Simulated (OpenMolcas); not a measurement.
## Mo3+: ligand-field states by method

Mo3+ with 6 ligands (ammonia) in octahedral coordination (S6) at 2.11 Å. Ligand basis ANO-RCC-VDZP.

- Program: OpenMolcas 26.06
- Basis: ANO-RCC-VTZP [7s6p4d2f1g]
- Scalar Hamiltonian: DKH2, point nucleus
- Active space: 3 electrons in 5 orbitals (4d)
- State averaging: 2S+1 = 4 even, 10 roots; 2S+1 = 2 even, 40 roots
- Spin-orbit coupling: state interaction with AMFI integrals over the reference wave functions

I. CASSCF
II. SS-CASPT2, IPEA 0.25 Eh, imaginary shift 0.1 Eh (closed shells correlated: 4s 4p and the ligand valence shells)
III. SS-CASPT2, IPEA 0.5 Eh, imaginary shift 0.1 Eh (closed shells correlated: 4s 4p and the ligand valence shells)

Spin-free states in cm-1, each column counted from its own energy of the first state listed:

```csv
State,Degeneracy,I,II,III
2S+1 = 4,1,0,0,0
2S+1 = 2,2,14194,10590,10920
2S+1 = 2,1,14523,10940,11320
2S+1 = 2,2,14570,10820,11110
2S+1 = 2,2,22735,17730,18120
2S+1 = 2,1,22785,17740,18160
2S+1 = 4,1,39392,41610,43170
2S+1 = 4,2,39599,41950,43240
2S+1 = 4,1,46964,47110,48750
2S+1 = 4,2,47168,47540,48880
2S+1 = 2,1,50549,49590,51330
2S+1 = 2,1,51902,50670,52360
2S+1 = 2,2,52064,50850,52410
2S+1 = 2,2,52821,51330,52960
2S+1 = 2,1,52979,51470,53260
2S+1 = 2,2,54605,52940,54440
2S+1 = 2,1,57279,54490,56340
2S+1 = 2,2,57422,54770,56400
2S+1 = 2,2,61597,57460,59090
2S+1 = 2,1,61793,57530,59340
```

From I to II, I's first state of the same spin (2S+1 = 4) moves from 39392 to 41610 cm-1, by about +2200 cm-1.

From I to II, I's first state of another spin (2S+1 = 2) moves from 14194 to 10590 cm-1, by about -3600 cm-1.

χT at 300 K: I 1.82, II 1.82, III 1.83 cm3 K/mol.

Roots that are degenerate in the reference are averaged as groups; the widest CASPT2 spread within a group is 200 cm-1 (the 2-fold group of multiplicity 2 near 94000 cm-1 above the lowest state of its run, III). Shifts and gaps below about the spread of the groups concerned are not significant. Over all roots computed the reference weight is 0.68 to 0.69 in II, 0.68 to 0.69 in III; a low but even weight reflects the number of correlated electrons. The least metal-like active orbital is 75 % on the metal (Löwdin) and no ligand orbital is active, so the numbers are rough. Ligand-to-metal charge-transfer states are missing. With no ligand orbital active B as a rule stays too high, so bands that hang on it stand too high and its fall with covalency is understated. Without dynamic correlation the repulsion within the d shell is too large (B by tens of per cent), so at a given field states of lower spin stand too high (holds for I). With metal d orbitals alone the field can be off either way by tens of per cent (holds for I). With one d shell and no ligand orbital active, 10Dq can be off by a tenth or more (holds for II; III). No measured value stands beside these numbers; the geometry was imposed, not optimised, and the real ion may take another.
